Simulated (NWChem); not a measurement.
System: MgN2H6ClF; SMILES [NH3]->[Mg](<-[NH3])([F])[Cl]

The following NWChem deck was run.

```
start job
memory heap 200 mb stack 900 mb global 1100 mb
geometry units angstroms noautoz
  Mg    -0.001511    -0.437496    -0.441636
  F     -0.007731    -1.755263    -1.662483
  Cl     0.010478     1.834213    -0.255001
  N      1.793322    -0.898432     0.706807
  H      2.144919    -0.041627     1.136959
  H      2.493912    -1.204313     0.029038
  H      1.764587    -1.617734     1.428779
  N     -1.802471    -0.881473     0.703646
  H     -2.139684    -0.026808     1.149188
  H     -1.785214    -1.614308     1.412269
  H     -2.508810    -1.163385     0.021442
end
basis spherical
  Mg library def2-svp
  F library def2-svp
  Cl library def2-svp
  N library def2-svp
  H library def2-svp
end
dft
  xc b3lyp
  iterations 150
  mulliken
end
task dft energy
```

Structure relaxed at the PBE0/def2-SVP level.

Predict the main results of this run. (B3LYP/def2-SVP.) Quantities: basis functions; energy (Ha); highest occupied level (eV); orbital gap (eV); dipole (D).


```
Property                      Result
---------------------------  -------
number of basis functions        108
energy (Ha)                  -873.12
highest occupied level (eV)    -6.78
orbital gap (eV)                6.25
dipole (D)                      7.11
```
